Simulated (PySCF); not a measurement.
CH6F2OSi2, SMILES F[SiH2]C(O)[SiH2]F. Atoms are numbered in the order given.

```xyz
12

O      0.3179    -1.6772     0.0000
C     -0.2258    -0.3448     0.0000
Si     0.2022     0.5556    -1.5934
F     -0.5364    -0.1595    -2.8546
Si     0.2022     0.5556     1.5934
F     -0.5364    -0.1595     2.8546
H      1.2808    -1.6079     0.0000
H     -1.3269    -0.4572     0.0000
H     -0.2462     1.9729    -1.5444
H      1.6716     0.4597    -1.8139
H     -0.2462     1.9729     1.5444
H      1.6716     0.4597     1.8139
```

Coordinates come from a ωB97X-D3(BJ)/def2-SVP optimisation. This is a generated structure with no PubChem entry under its InChIKey; it may be hypothetical. One conformer was computed; it need not be the lowest.

All values below come from TDDFT-PBE/def2-SVPD (PySCF).

Vertical excitations. Gas-phase values at a fixed geometry. State labels are in the subgroup Cs.

| state | symmetry | energy (eV) | λ (nm) | f | main pairs |
|---|---|---|---|---|---|
| S1 | A" | 4.75 | 261 | 0.001 | HOMO→LUMO 100 % |
| S2 | A" | 5.59 | 222 | 0.000 | HOMO→LUMO+1 98 % |
| S3 | A" | 6.13 | 202 | 0.015 | HOMO→LUMO+2 97 % |
| S4 | A' | 6.20 | 200 | 0.003 | HOMO→LUMO+3 95 % |
| S5 | A' | 6.45 | 192 | 0.004 | HOMO−1→LUMO 93 % |
| S6 | A" | 6.73 | 184 | 0.031 | HOMO→LUMO+4 85 %, HOMO−2→LUMO 14 % |
| S7 | A" | 6.76 | 183 | 0.023 | HOMO−2→LUMO 85 %, HOMO→LUMO+4 14 % |
| S8 | A' | 7.00 | 177 | 0.003 | HOMO−3→LUMO 98 % |
| S9 | A" | 7.02 | 177 | 0.000 | HOMO→LUMO+6 99 % |
| S10 | A' | 7.05 | 176 | 0.017 | HOMO→LUMO+5 93 % |
| T1 | A" | 4.54 | 273 | 0 | HOMO→LUMO 100 % |
| T2 | A" | 5.32 | 233 | 0 | HOMO→LUMO+1 98 % |
| T3 | A" | 5.83 | 213 | 0 | HOMO→LUMO+2 98 % |
| T4 | A' | 6.07 | 204 | 0 | HOMO→LUMO+3 93 % |
Triplets are in the Tamm–Dancoff approximation, which puts them higher than full response would, so one can lie above its singlet here.
